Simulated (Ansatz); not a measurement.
Harmonic vibrations of B₄H₃ by finite differences.

```yaml
crystal:
  periodic: [false, false, false]
  atoms:
    - {symbol: B, position_ang: [0.728171, -0.106229, -0.713920]}
    - {symbol: B, position_ang: [0.996022, 1.090185, 0.184939]}
    - {symbol: B, position_ang: [-0.413315, 0.060274, 0.405319]}
    - {symbol: B, position_ang: [-0.334416, -1.186867, -0.833223]}
    - {symbol: H, position_ang: [1.338905, 2.037556, 0.784243]}
    - {symbol: H, position_ang: [-1.251310, 0.182431, 1.226961]}
    - {symbol: H, position_ang: [-1.064057, -2.077359, -1.054318]}
basis:
  gaussian: {orbitals: def2-TZVP}
magnetization: {spin_polarized: true, initial_magnetization: 1}
hamiltonian: {xc: {name: B3LYP}, dispersion: d4}
scf: {omitted_lower_state_checks: [starts]}
phonons: {temperatures: {t_min: 298.15, t_max: 900, t_step: 200}}
```

```sh
$ ansatz run in.yaml --threads 4 --pin off --events-out ev --progress --plain --max-ram 3916MiB
```

It prints (some lines left out):

```
Functional definition: B3LYP
mean field -2751.64626054 eV, -101.1211349420 hartree, gradient 2.4e-5 eV, S^2 0.762797; 0 other end points of the search recorded, 0 dependent functions left out
mean field -2751.64618847 eV, -101.1211322934 hartree, gradient 2.8e-6 eV, S^2 0.762820; 0 other end points of the search recorded, 0 dependent functions left out
mean field -2751.64619328 eV, -101.1211324703 hartree, gradient 1.0e-6 eV, S^2 0.762773; 0 other end points of the search recorded, 0 dependent functions left out
mean field -2751.64616307 eV, -101.1211313602 hartree, gradient 1.8e-6 eV, S^2 0.762793; 0 other end points of the search recorded, 0 dependent functions left out
mean field -2751.64616477 eV, -101.1211314227 hartree, gradient 1.0e-6 eV, S^2 0.762800; 0 other end points of the search recorded, 0 dependent functions left out
mean field -2751.64620990 eV, -101.1211330810 hartree, gradient 3.0e-6 eV, S^2 0.762774; 0 other end points of the search recorded, 0 dependent functions left out
mean field -2751.64619975 eV, -101.1211327081 hartree, gradient 2.6e-6 eV, S^2 0.762820; 0 other end points of the search recorded, 0 dependent functions left out
mean field -2751.64622546 eV, -101.1211336528 hartree, gradient 1.2e-6 eV, S^2 0.762791; 0 other end points of the search recorded, 0 dependent functions left out
mean field -2751.64621576 eV, -101.1211332965 hartree, gradient 1.2e-6 eV, S^2 0.762803; 0 other end points of the search recorded, 0 dependent functions left out
mean field -2751.64615277 eV, -101.1211309815 hartree, gradient 1.8e-6 eV, S^2 0.762827; 0 other end points of the search recorded, 0 dependent functions left out
mean field -2751.64611547 eV, -101.1211296110 hartree, gradient 2.1e-6 eV, S^2 0.762767; 0 other end points of the search recorded, 0 dependent functions left out
mean field -2751.64619799 eV, -101.1211326434 hartree, gradient 1.7e-6 eV, S^2 0.762830; 0 other end points of the search recorded, 0 dependent functions left out
mean field -2751.64620223 eV, -101.1211327992 hartree, gradient 1.5e-6 eV, S^2 0.762763; 0 other end points of the search recorded, 0 dependent functions left out
mean field -2751.64617298 eV, -101.1211317241 hartree, gradient 2.1e-6 eV, S^2 0.762819; 0 other end points of the search recorded, 0 dependent functions left out
mean field -2751.64616695 eV, -101.1211315026 hartree, gradient 2.9e-6 eV, S^2 0.762775; 0 other end points of the search recorded, 0 dependent functions left out
mean field -2751.64622419 eV, -101.1211336061 hartree, gradient 2.2e-6 eV, S^2 0.762794; 0 other end points of the search recorded, 0 dependent functions left out
mean field -2751.64622742 eV, -101.1211337249 hartree, gradient 2.1e-6 eV, S^2 0.762800; 0 other end points of the search recorded, 0 dependent functions left out
mean field -2751.64617360 eV, -101.1211317471 hartree, gradient 2.6e-6 eV, S^2 0.762775; 0 other end points of the search recorded, 0 dependent functions left out
mean field -2751.64617633 eV, -101.1211318473 hartree, gradient 1.8e-6 eV, S^2 0.762818; 0 other end points of the search recorded, 0 dependent functions left out
mean field -2751.64617562 eV, -101.1211318212 hartree, gradient 1.9e-6 eV, S^2 0.762759; 0 other end points of the search recorded, 0 dependent functions left out
mean field -2751.64618423 eV, -101.1211321378 hartree, gradient 1.9e-6 eV, S^2 0.762834; 0 other end points of the search recorded, 0 dependent functions left out
mean field -2751.64612972 eV, -101.1211301346 hartree, gradient 1.7e-6 eV, S^2 0.762773; 0 other end points of the search recorded, 0 dependent functions left out
mean field -2751.64615892 eV, -101.1211312074 hartree, gradient 1.5e-6 eV, S^2 0.762820; 0 other end points of the search recorded, 0 dependent functions left out
mean field -2751.64622436 eV, -101.1211336123 hartree, gradient 1.2e-6 eV, S^2 0.762806; 0 other end points of the search recorded, 0 dependent functions left out
mean field -2751.64623684 eV, -101.1211340712 hartree, gradient 1.2e-6 eV, S^2 0.762787; 0 other end points of the search recorded, 0 dependent functions left out
mean field -2751.64626158 eV, -101.1211349801 hartree, gradient 2.8e-6 eV, S^2 0.762796; 0 other end points of the search recorded, 0 dependent functions left out
mean field -2751.64623716 eV, -101.1211340830 hartree, gradient 1.8e-6 eV, S^2 0.762798; 0 other end points of the search recorded, 0 dependent functions left out
mean field -2751.64621481 eV, -101.1211332617 hartree, gradient 2.8e-6 eV, S^2 0.762798; 0 other end points of the search recorded, 0 dependent functions left out
mean field -2751.64619509 eV, -101.1211325368 hartree, gradient 2.7e-6 eV, S^2 0.762796; 0 other end points of the search recorded, 0 dependent functions left out
mean field -2751.64624298 eV, -101.1211342966 hartree, gradient 2.7e-6 eV, S^2 0.762799; 0 other end points of the search recorded, 0 dependent functions left out
mean field -2751.64622819 eV, -101.1211337530 hartree, gradient 2.5e-6 eV, S^2 0.762795; 0 other end points of the search recorded, 0 dependent functions left out
mean field -2751.64621243 eV, -101.1211331740 hartree, gradient 2.6e-6 eV, S^2 0.762798; 0 other end points of the search recorded, 0 dependent functions left out
mean field -2751.64622576 eV, -101.1211336640 hartree, gradient 2.7e-6 eV, S^2 0.762796; 0 other end points of the search recorded, 0 dependent functions left out
mean field -2751.64625731 eV, -101.1211348232 hartree, gradient 2.4e-6 eV, S^2 0.762797; 0 other end points of the search recorded, 0 dependent functions left out
mean field -2751.64625442 eV, -101.1211347171 hartree, gradient 2.3e-6 eV, S^2 0.762797; 0 other end points of the search recorded, 0 dependent functions left out
mean field -2751.64622629 eV, -101.1211336835 hartree, gradient 2.9e-6 eV, S^2 0.762796; 0 other end points of the search recorded, 0 dependent functions left out
mean field -2751.64621454 eV, -101.1211332515 hartree, gradient 2.1e-6 eV, S^2 0.762798; 0 other end points of the search recorded, 0 dependent functions left out
mean field -2751.64621908 eV, -101.1211334185 hartree, gradient 2.5e-6 eV, S^2 0.762795; 0 other end points of the search recorded, 0 dependent functions left out
mean field -2751.64623253 eV, -101.1211339128 hartree, gradient 2.6e-6 eV, S^2 0.762799; 0 other end points of the search recorded, 0 dependent functions left out
mean field -2751.64619801 eV, -101.1211326439 hartree, gradient 2.6e-6 eV, S^2 0.762796; 0 other end points of the search recorded, 0 dependent functions left out
mean field -2751.64622376 eV, -101.1211335904 hartree, gradient 2.6e-6 eV, S^2 0.762798; 0 other end points of the search recorded, 0 dependent functions left out
mean field -2751.64624462 eV, -101.1211343569 hartree, gradient 1.9e-6 eV, S^2 0.762798; 0 other end points of the search recorded, 0 dependent functions left out
mean field -2751.64626180 eV, -101.1211349884 hartree, gradient 2.9e-6 eV, S^2 0.762796; 0 other end points of the search recorded, 0 dependent functions left out
Total energy: -2751.82802102 eV, -101.1278145164 hartree
Atom 0 at     0.728171    -0.106229    -0.713920 Å, force    -0.003328     0.000012     0.004327 eV/Å
Atom 1 at     0.996022     1.090185     0.184939 Å, force    -0.001387     0.001461    -0.003729 eV/Å
Atom 2 at    -0.413315     0.060274     0.405319 Å, force     0.001441    -0.000691    -0.000766 eV/Å
Atom 3 at    -0.334416    -1.186867    -0.833223 Å, force     0.001987     0.000107     0.000003 eV/Å
Atom 4 at     1.338905     2.037556     0.784243 Å, force     0.001849    -0.000461     0.001445 eV/Å
Atom 5 at    -1.251310     0.182431     1.226961 Å, force     0.000002     0.000197    -0.000263 eV/Å
Atom 6 at    -1.064057    -2.077359    -1.054318 Å, force    -0.000565    -0.000624    -0.001016 eV/Å
Dipole moment:    -0.138434     0.020142     0.135795 e Å
Vibrations: 184.96 512.65 551.89 654.57 670.02 674.72 724.76 784.49 785.74 852.11 1052.13 1323.75 2724.10 2802.49 2805.11 cm⁻¹, zero-point energy 1.060281 eV
Checks for a lower state left out: starts
```

Run time 43 s (4 threads of Arm Neoverse V1 on a shared host).

The structure comes from a short search, and lower isomers may exist.
